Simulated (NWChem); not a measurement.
A series in which one site is exchanged, each optimised at PBE0/def2-SVP with NWChem, gas phase unless a solvent is named. Low-valent species are run as closed-shell singlets; no triplet was tried in these runs. Some are not confirmed as minima by frequencies. def2 effective core potentials on Sn, Pb; no spin-orbit coupling.

A: [SnH][NH2] (SnNH$_{3}$; site = Sn)
B: [PbH][NH2] (PbNH3; site = Pb)
C: N[SiH] (SiNH3; site = Si)
D: [GeH][NH2] (GeNH3; site = Ge)

Values for A:

```
Property                                               Result
-----------------------------------------------------  ------
dipole (D), PBE0/def2-SVP                                1.18
orbital gap (eV), PBE0/def2-SVP                          4.58
vertical ionisation energy, ΔSCF, B3LYP/def2-SVP (eV)    8.77
static polarisability, B3LYP/def2-SVPD (bohr³)           56.2
lowest singlet excitation, B3LYP/def2-SVPD, TDA (eV)     3.41
```

Q: How do these values change for the other members?

A: 
```json
[
 {"change from A": "dipole (D), PBE0/def2-SVP", "B": "-0.10", "C": "+1.15", "D": "+0.69"},
 {"change from A": "orbital gap (eV), PBE0/def2-SVP", "B": "+0.18", "C": "+0.33", "D": "+0.38"},
 {"change from A": "vertical ionisation energy, ΔSCF, B3LYP/def2-SVP (eV)", "B": "+0.12", "C": "-0.01", "D": "+0.22"},
 {"change from A": "static polarisability, B3LYP/def2-SVPD (bohr³)", "B": "+2.6", "C": "-13.8", "D": "-11.2"},
 {"change from A": "lowest singlet excitation, B3LYP/def2-SVPD, TDA (eV)", "B": "0.00", "C": "+0.33", "D": "+0.31"}
]
```
